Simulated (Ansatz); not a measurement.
Reaction (ligand exchange at the Si–C bond): `[SiH3]C1CB1Cl` + `N[SiH2][SeH]` → `N[SiH2][Se][SiH3]` + `ClB1CC1`

Gas-phase electronic energies from Ansatz, PBE0-D4/def2-TZVP geometries. CBS: MP2 limit from def2 TZ/QZ plus the TZ coupled-cluster correction, frozen cores. Functionals use def2-TZVPP. B3LYP here is the variant with VWN-RPA as its local correlation; programs differ in this. For Se outer-core shells are correlated without core-valence functions, which leaves a few kJ/mol of doubt a bond. Scalar relativity is left out up to krypton. One conformer a species, not always the lowest.

(1) Is it downhill or uphill in electronic energy at CCSD(T)/CBS, and by how much? (Estimate.)

(2) What do these levels give: PBE-D4, B3LYP-D4, PBE0, MP2/def2-TZVPP, SCS-MP2/def2-TZVPP, SCS-MP2/def2-QZVPP? (Best estimate.)

Largest T1 diagnostic among the species: 0.012.

## Answers

(1) The calculation gave: Downhill: ΔE = -0.52 eV.

(2) Ansatz gave: PBE-D4 -0.54, B3LYP-D4 -0.52, PBE0 -0.54, MP2/def2-TZVPP -0.51, SCS-MP2/def2-TZVPP -0.49, SCS-MP2/def2-QZVPP -0.51 eV.
